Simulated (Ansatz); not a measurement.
`O[SiH2]N[SiH2]Cl` and `CCN[SiH2]Cl` differ in one atom or group.

Ansatz, PBE0-D4/def2-TZVP geometries, multiplicity 1. Each molecule was computed in one conformer, which needn't be the lowest.

```csv
property,`O[SiH2]N[SiH2]Cl`
LUMO energy (PBE0/def2-TZVPP) / eV,0.17
HOMO–LUMO gap (PBE0/def2-TZVPP) / eV,8.45
HOMO–LUMO gap (B3LYP/def2-TZVPP) / eV,7.94
size of the dipole moment (B3LYP/def2-TZVPP) / D,2.02
LUMO energy (PBE/def2-TZVPP) / eV,-0.66
HOMO energy (PBE/def2-TZVPP) / eV,-6.89
```

(1) What does the change do to each property? (Best estimate.)

Answers

(1) Computed: 
| property | `CCN[SiH2]Cl` | shift |
| --- | --- | --- |
| LUMO energy (PBE0/def2-TZVPP) / eV | 0.59 | 0.42 |
| HOMO–LUMO gap (PBE0/def2-TZVPP) / eV | 7.90 | -0.55 |
| HOMO–LUMO gap (B3LYP/def2-TZVPP) / eV | 7.41 | -0.53 |
| size of the dipole moment (B3LYP/def2-TZVPP) / D | 2.22 | 0.20 |
| LUMO energy (PBE/def2-TZVPP) / eV | -0.25 | 0.41 |
| HOMO energy (PBE/def2-TZVPP) / eV | -5.95 | 0.94 |

With PBE0 the HOMO rises by 0.98 eV and the LUMO rises by 0.42 eV, so the gap narrows by about 0.56 eV. PBE moves the HOMO by 0.94 eV and ωB97M-V by 0.97 eV. Dipoles are sizes alone; their direction can turn.

B3LYP here is the variant with VWN-RPA as its local correlation; programs differ in this.
